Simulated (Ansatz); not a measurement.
`C[SiH2]OB[SiH3]` + HCl → `[SiH3]BCl` + `C[SiH2]O` at 500 K and 1 bar (ligand exchange at a B–O bond).

Computed with Ansatz on PBE0-D4/def2-TZVP structures; ΔE is electronic, products minus reactants. CCSD(T)/CBS adds triple-zeta CCSD(T) − MP2 to the extrapolated MP2 energy (def2 sets, frozen cores). This one scheme is used for every species. One conformer a species, not always the lowest.

```json
{"species": "`C[SiH2]OB[SiH3]`", "CCSD(T)/CBS energy (Eh)": "-721.66573", "H − E (kJ/mol)": "311.8", "S (J/(mol·K))": "481.8"}
{"species": "HCl", "CCSD(T)/CBS energy (Eh)": "-460.38127", "H − E (kJ/mol)": "32.5", "S (J/(mol·K))": "201.9"}
{"species": "`[SiH3]BCl`", "CCSD(T)/CBS energy (Eh)": "-776.06195", "H − E (kJ/mol)": "133.4", "S (J/(mol·K))": "356.8"}
{"species": "`C[SiH2]O`", "CCSD(T)/CBS energy (Eh)": "-405.96945", "H − E (kJ/mol)": "214.0", "S (J/(mol·K))": "347.9"}
```

H − E and S are ideal-gas, rigid-rotor, harmonic terms from PBE0-D4/def2-TZVP, for one conformer and one mirror image of each species. 1 Eh = 2625.50 kJ/mol, R = 8.31446 J/(mol·K).

By hand: ΔE, ΔH, ΔS and ΔG.

ΔE = (-776.06195) + (-405.96945) − (-721.66573) − (-460.38127) = 0.01560 Eh = 41.0 kJ/mol. Δ(H − E) = 133.4 + 214.0 − 311.8 − 32.5 = 3.1, so ΔH = 44.1 kJ/mol. ΔS = 356.8 + 347.9 − 481.8 − 201.9 = 21.0 J/(mol·K). ΔG = 44.1 − 500 × (21.0)/1000 = 33.6 kJ/mol.

By hand: the equilibrium constant, and the temperature at which ΔG would vanish if ΔH and ΔS stayed fixed.

log₁₀ K = −ΔG/(RT ln 10) = -3.5. ΔG = 0 at ΔH/ΔS = 2100 K.

ΔH outweighs TΔS. A doubt of 5 kJ/mol in ΔE shifts log₁₀ K by 0.5 here. Other conformers and mirror images would add mixing entropy, several J/(mol·K) or more a flexible species. Modes under 60 cm⁻¹, often nearly free rotors, make the harmonic entropy too high. These are equilibria of isolated gas molecules and say nothing of rates. Largest T1 diagnostic: 0.014 (customary marks: 0.02 for closed shells, 0.045 for open ones).
